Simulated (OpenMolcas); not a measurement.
## Ne+: from CASSCF to CASPT2

| Item | Value |
| --- | --- |
| Program | OpenMolcas 26.06 |
| Basis | ANO-RCC-VTZP [4s3p2d1f] |
| Scalar Hamiltonian | DKH2, point nucleus |
| Active space | 7 electrons in 4 orbitals (2s 2p) |
| State averaging | 2S+1 = 2 odd, 3 roots; 2S+1 = 2 even, 1 root |
| Spin-orbit coupling | RASSI with atomic mean-field integrals over the reference wave functions, term energies averaged over their components |

Methods on the same reference wave functions:
A. CASSCF
B. SS-CASPT2, IPEA 0.25 Eh, imaginary shift 0.1 Eh (closed shells correlated: 1s)

Energies in cm-1 above 2s2 2p5 2P* 3/2, the measured ground level; measured values from NIST Handbook of Basic Atomic Spectroscopic Data.

```tsv
Level	A	B	Measured
2s2 2p5 2P* 3/2	0.0	0.0	0.0
2s2 2p5 2P* 1/2	773	773	780
2s 2p6 2S 1/2	239218	221438	217048
```

Deviations, from unrounded energies. A percentage is the sum of absolute deviations over the sum of measured energies, with the sign that they share, or ± where signs differ.

```
                  Against measurement  Levels      A     B
       mean absolute deviation (cm-1)       2  11000  2200
fine structure of the ground term (%)       1   -1.0  -1.0
             other configurations (%)       1  +10.2  +2.0
```

B lies closest to measurement on these levels. The largest miss of B in the table is 2s 2p6 2S 1/2, by +4400 cm-1. The ranking rests on the paired levels alone, and a cruder setting can come out closer through cancelling errors.

The lowest spin-free term lies below A's lowest term by 0.220 hartree in B.

Without dynamic correlation excited terms often stand tens of per cent too high (terms of higher spin than the ground term too low), and those without a measured partner can miss by more than the paired ones (holds for A). Computed and measured levels are paired by configuration, term and J; levels that our copy of the source lacks, or whose pairing is in doubt (as where it misses far off the trend of its configuration), stay unpaired and out of the deviations. Only configurations of the active space appear.

* marks odd parity.
